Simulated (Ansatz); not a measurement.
`C#[C][Ti]([OH])([F])[Cl]` + HI → `[OH][Ti]([F])([Cl])[I]` + acetylene at 400 K and 1 bar (ligand exchange at a Ti–C bond).

Program: Ansatz. Geometries: PBE0-D4/def2-TZVP. ΔE: electronic, gas phase. CCSD(T)/CBS adds triple-zeta CCSD(T) − MP2 to the extrapolated MP2 energy (def2 sets, frozen cores). This one scheme is used for every species. def2 core potentials past Kr. For I, Ti outer-core shells are correlated without core-valence functions, which leaves a few kJ/mol of doubt a bond. Scalar relativity is left out up to krypton. One conformer a species, not always the lowest.

```csv
species,CCSD(T)/CBS energy (Eh),H − E (kJ/mol),S (J/(mol·K))
`C#[C][Ti]([OH])([F])[Cl]`,-1561.10164,130.4,430.6
HI,-298.03592,25.7,215.0
`[OH][Ti]([F])([Cl])[I]`,-1781.95525,79.5,417.3
`C#C`,-77.22717,85.5,213.8
```

H − E and S are ideal-gas, rigid-rotor, harmonic terms from PBE0-D4/def2-TZVP, for one conformer and one mirror image of each species. 1 Eh = 2625.50 kJ/mol, R = 8.31446 J/(mol·K).

By hand: ΔE, ΔH, ΔS and ΔG.

ΔE = (-1781.95525) + (-77.22717) − (-1561.10164) − (-298.03592) = -0.04486 Eh = -117.8 kJ/mol. Δ(H − E) = 79.5 + 85.5 − 130.4 − 25.7 = 8.9, so ΔH = -108.9 kJ/mol. ΔS = 417.3 + 213.8 − 430.6 − 215.0 = -14.5 J/(mol·K). ΔG = -108.9 − 400 × (-14.5)/1000 = -103.1 kJ/mol.

By hand: the equilibrium constant, and the temperature at which ΔG would vanish if ΔH and ΔS stayed fixed.

log₁₀ K = −ΔG/(RT ln 10) = 13.5. ΔG = 0 at ΔH/ΔS = 7510 K, far beyond where these terms or the molecules hold.

The number of gas molecules stays the same, so ΔS is small and ΔH decides. A doubt of 5 kJ/mol in ΔE shifts log₁₀ K by 0.7 here. Other conformers and mirror images would add mixing entropy, several J/(mol·K) or more a flexible species. These are equilibria of isolated gas molecules and say nothing of rates. Largest T1 diagnostic: 0.024 (customary marks: 0.02 for closed shells, 0.045 for open ones).
